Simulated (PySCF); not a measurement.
hexachlorodisiloxane (Cl6OSi2), singlet, geometry from GFN2-xTB; PBE/3-21G in PySCF.

Here is a job for PySCF.
```python
from pyscf import gto, scf, dft

mol = gto.M(
    atom='''
Cl    2.251618    0.115588   -1.777728
Si    1.565282    0.367784    0.079931
Cl    2.564359   -0.722954    1.417208
Cl    1.478914    2.297908    0.587097
O     0.049417   -0.209575    0.101454
Si   -1.550659   -0.429797   -0.049911
Cl   -2.087614    0.283562   -1.836766
Cl   -2.414397    0.574750    1.443541
Cl   -1.828177   -2.399161    0.094182
''',
    basis='3-21g',
    charge=0,
    spin=0,
    verbose=5,
)

mf = dft.RKS(mol)
mf.xc = 'pbe'
mf.kernel()
```

Task: What does PySCF print? Leave out banner, timings and long lists.

Result: 
```
PySCF version 2.14.0

[INPUT] verbose = 5
[INPUT] max_memory = 4000
[INPUT] num. atoms = 9
[INPUT] num. electrons = 138
[INPUT] charge = 0
[INPUT] spin (= nelec alpha-beta = 2S) = 0
[INPUT] symmetry False subgroup None
[INPUT] Mole.unit = angstrom
[INPUT] Symbol           X                Y                Z      unit          X                Y                Z       unit  Magmom
[...]
[INPUT] ---------------- BASIS SET ----------------
[INPUT] l, kappa, [nprim/nctr], expnt,             c_1 c_2 ...
[INPUT] O
[...]
                                48.4308           0.3515
                                10.4206           0.707658
[...]
                                1.5762            1.22156
[...]
                                1.5762            0.853955
[...]
[INPUT] Cl
[...]
                                207.857           0.380363
                                45.1554           0.67819
[...]
                                13.9765           0.0511338
                                3.8871            0.991337
[...]
                                0.526955          1.18252
[...]
                                13.9765           0.458682
                                3.8871            0.601962
[...]
                                0.526955          0.822321
[...]
[INPUT] Si
[...]
                                137.336           0.386229
                                29.7601           0.67238
[...]
                                8.31729           0.10741
                                2.21645           0.951446
[...]
                                0.302422          1.25165
[...]
                                8.31729           0.457578
                                2.21645           0.607427
[...]
                                0.302422          0.956883
[...]
nuclear repulsion = 1360.86563552827
number of shells = 61
number of NR pGTOs = 231
number of NR cGTOs = 113
basis = 3-21g
ecp = {}

******** <class 'pyscf.dft.rks.RKS'> ********
method = RKS
initial guess = minao
damping factor = 0
level_shift factor = 0
DIIS = <class 'pyscf.scf.diis.CDIIS'>
diis_start_cycle = 1
diis_space = 8
diis_damp = 0
SCF conv_tol = 1e-09
SCF conv_tol_grad = None
SCF max_cycles = 50
direct_scf = True
direct_scf_tol = 1e-13
XC library pyscf.dft.libxc version 7.1.2
    S. Lehtola, C. Steigemann, M. J. T. Oliveira, and M. A. L. Marques,  SoftwareX 7, 1–5 (2018)
XC functionals = pbe
    J. P. Perdew, K. Burke, and M. Ernzerhof,  Phys. Rev. Lett. 77, 3865 (1996)
    J. P. Perdew, K. Burke, and M. Ernzerhof,  Phys. Rev. Lett. 78, 1396 (1997)
    J. P. Perdew, K. Burke, and M. Ernzerhof,  Phys. Rev. Lett. 77, 3865 (1996)
    J. P. Perdew, K. Burke, and M. Ernzerhof,  Phys. Rev. Lett. 78, 1396 (1997)
radial grids:
    Treutler-Ahlrichs [JCP 102, 346 (1995); DOI:10.1063/1.469408] (M4) radial grids

becke partition: Becke, JCP 88, 2547 (1988); DOI:10.1063/1.454033
pruning grids: <function nwchem_prune>
grids dens level: 3
symmetrized grids: False
atomic radii adjust function: <function treutler_atomic_radii_adjust>
small_rho_cutoff = 0
Set gradient conv threshold to 3.16228e-05
Initial guess from minao.
atom Cl rad-grids = 80, ang-grids = [ 50  50  50  50  50  50  50  50  50  50  50  50  50  50  50  50  50  50
  50  50  50  50  50  50  86  86  86  86  86  86  86  86  86  86  86  86
  86 350 350 350 350 350 350 350 350 350 434 434 434 434 434 434 434 434
 434 434 434 434 434 434 434 434 434 434 350 350 350 350 350 350 350 350
 350 350 350 350 350 350 350 350]
atom Si rad-grids = 80, ang-grids = [ 50  50  50  50  50  50  50  50  50  50  50  50  50  50  50  50  50  50
  50  50  50  50  50  86  86  86  86  86  86  86  86  86  86  86  86  86
 350 350 350 350 350 350 350 350 434 434 434 434 434 434 434 434 434 434
 434 434 434 434 434 434 434 434 350 350 350 350 350 350 350 350 350 350
 350 350 350 350 350 350 350 350]
atom O rad-grids = 75, ang-grids = [ 50  50  50  50  50  50  50  50  50  50  50  50  50  50  50  50  50  50
[...]
 -6.98648888e+00 -6.98562609e+00 -6.98560808e+00 -6.98423091e+00
 -6.98422397e+00 -6.97591746e+00 -6.97582139e+00 -6.97576272e+00
 -6.97572629e+00 -6.97492167e+00 -6.97491241e+00 -6.97484828e+00
 -6.97479488e+00 -6.97347993e+00 -6.97342721e+00 -6.97334704e+00
 -6.97333861e+00 -5.20453706e+00 -5.20368652e+00 -3.61653457e+00
 -3.61651756e+00 -3.61636022e+00 -3.61634319e+00 -3.61515160e+00
 -3.61513199e+00 -9.89956157e-01 -8.63854167e-01 -8.47279858e-01
 -8.13613917e-01 -8.13061469e-01 -8.12131737e-01 -8.11867800e-01
 -6.05046663e-01 -5.04395881e-01 -4.74618424e-01 -4.53336785e-01
 -4.53305709e-01 -4.29979040e-01 -4.29458601e-01 -3.68837579e-01
 -3.62469371e-01 -3.60337190e-01 -3.48395332e-01 -3.47960794e-01
 -3.46178201e-01 -3.45049897e-01 -3.45036362e-01 -3.28293836e-01
 -3.28132073e-01 -3.17101121e-01 -3.16705681e-01 -3.14754042e-01
 -3.13872783e-01 -8.05558423e-02 -7.07632016e-02 -4.88147564e-03
 -3.59468231e-03 -1.49607292e-03  3.70594066e-02  4.29583066e-02
  6.77888724e-02  1.55496309e-01  2.05672678e-01  2.06455749e-01
  2.19563717e-01  2.73297833e-01  2.84615607e-01  2.88766063e-01
  4.61149823e-01  4.68995025e-01  4.70569574e-01  4.79195491e-01
  4.80538124e-01  4.89063374e-01  4.89430008e-01  4.91245048e-01
  5.10626364e-01  5.55027696e-01  5.59434927e-01  5.98866267e-01
  6.02297687e-01  6.15527844e-01  6.18990034e-01  6.24259718e-01
  6.25594852e-01  6.30666660e-01  6.40652239e-01  6.85572349e-01
  6.86916956e-01  7.27373767e-01  7.34210907e-01  7.86523172e-01
  8.85350095e-01  1.45598489e+00  1.46044350e+00  1.73634607e+00
  2.75942443e+00]
nelec by numeric integration = 137.99999662173
E1 = -7410.719833084793  E2 = 2652.477087079911  Ecoul = 2870.8103741038535  Exc = -218.3332870239422
cycle= 9 E= -3397.37711047661  delta_E= -8.95e-10  |g|= 7.12e-06  |ddm|= 9.54e-05
[...]
  mo_energy =
[-1.00000597e+02 -1.00000560e+02 -9.99996650e+01 -9.99996238e+01
 -9.99982267e+01 -9.99981623e+01 -6.51305680e+01 -6.51304294e+01
 -1.87411676e+01 -9.15108104e+00 -9.15103750e+00 -9.15006409e+00
 -9.14997917e+00 -9.14873934e+00 -9.14848070e+00 -6.98651381e+00
 -6.98649100e+00 -6.98562388e+00 -6.98560586e+00 -6.98423336e+00
 -6.98422643e+00 -6.97591961e+00 -6.97582349e+00 -6.97576484e+00
 -6.97572839e+00 -6.97491952e+00 -6.97491020e+00 -6.97484610e+00
 -6.97479273e+00 -6.97348238e+00 -6.97342964e+00 -6.97334948e+00
 -6.97334108e+00 -5.20453468e+00 -5.20368415e+00 -3.61653217e+00
 -3.61651518e+00 -3.61635783e+00 -3.61634080e+00 -3.61514913e+00
 -3.61512952e+00 -9.89956612e-01 -8.63853859e-01 -8.47279657e-01
 -8.13613448e-01 -8.13062058e-01 -8.12131225e-01 -8.11868338e-01
 -6.05046887e-01 -5.04395748e-01 -4.74618284e-01 -4.53336612e-01
 -4.53306208e-01 -4.29978674e-01 -4.29459157e-01 -3.68837678e-01
 -3.62469431e-01 -3.60337913e-01 -3.48395204e-01 -3.47961268e-01
 -3.46178455e-01 -3.45049854e-01 -3.45036917e-01 -3.28294721e-01
 -3.28131746e-01 -3.17101402e-01 -3.16705978e-01 -3.14754047e-01
 -3.13873668e-01 -8.05553536e-02 -7.07624945e-02 -4.88107614e-03
 -3.59433182e-03 -1.49569641e-03  3.70595330e-02  4.29584847e-02
  6.77890835e-02  1.55496697e-01  2.05673026e-01  2.06456269e-01
  2.19564437e-01  2.73298617e-01  2.84615992e-01  2.88766569e-01
  4.61149462e-01  4.68994821e-01  4.70569099e-01  4.79195215e-01
  4.80537829e-01  4.89063544e-01  4.89429798e-01  4.91244262e-01
  5.10625966e-01  5.55028033e-01  5.59434639e-01  5.98866236e-01
  6.02297326e-01  6.15527787e-01  6.18989599e-01  6.24259713e-01
  6.25594480e-01  6.30666539e-01  6.40652019e-01  6.85572392e-01
  6.86917436e-01  7.27373439e-01  7.34211191e-01  7.86523302e-01
  8.85350222e-01  1.45598421e+00  1.46044279e+00  1.73634560e+00
  2.75942381e+00]
nelec by numeric integration = 137.99999662170927
E1 = -7410.7198506899385  E2 = 2652.477104685073  Ecoul = 2870.810400482026  Exc = -218.33329579695314
Extra cycle  E= -3397.37711047659  delta_E= 1.64e-11  |g|= 1.03e-05  |ddm|= 2.94e-05
converged SCF energy = -3397.37711047659
```
